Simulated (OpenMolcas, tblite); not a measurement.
GaCl (SMILES [Cl][Ga]): the HOMO–LUMO gap, rung by rung

GaCl has 2 atoms, charge 0, and is taken as a singlet. As SMILES, `[Cl][Ga]`. The coordinates come from a PBE0-D4/def2-TZVP relaxation.

```xyz
2

Cl    0.0000    0.0000   -0.0236
Ga    0.0000    0.0000    2.1922
```

Quantity: the HOMO–LUMO gap, in eV. The values are calculated.

```
         level            kind     program  value (eV)   CPU time
     IPEA1-xTB  semi-empirical      tblite        5.87  under 2 s
    HF/cc-pVTZ    Hartree–Fock  OpenMolcas       10.43       10 s
 SVWN5/cc-pVTZ             LDA  OpenMolcas        4.10       16 s
  BLYP/cc-pVTZ             GGA  OpenMolcas        4.07       20 s
 M06-L/cc-pVTZ        meta-GGA  OpenMolcas        4.47       26 s
 BHLYP/cc-pVTZ   global hybrid  OpenMolcas        7.40       20 s
B2PLYP/cc-pVTZ   double hybrid  OpenMolcas        7.56       16 s
```

All-electron rows without a relativistic Hamiltonian named are non-relativistic. The values span 4.07 to 10.43 eV. Orbital gaps aren't excitation energies, and those of double hybrids come from the SCF part alone; they tend to grow with the share of exact exchange. CPU times are rough (shared hosts, several kinds of processor): they show what a rung costs within a factor of a few.
